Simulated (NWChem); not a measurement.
System: TiH2Cl2; SMILES [TiH2]([Cl])[Cl]

Computed with NWChem. Medium grid unless said otherwise, to which SCAN and Minnesota functionals are sensitive. The geometry was optimised at B3LYP/6-31G* (spherical d).

Order these by “orbital gap (eV)”, lowest first: B97-D/def2-TZVP; M06-2X/def2-TZVP; MPW1K/def2-TZVP.

B97-D/def2-TZVP (3.20), MPW1K/def2-TZVP (7.95), M06-2X/def2-TZVP (8.65)
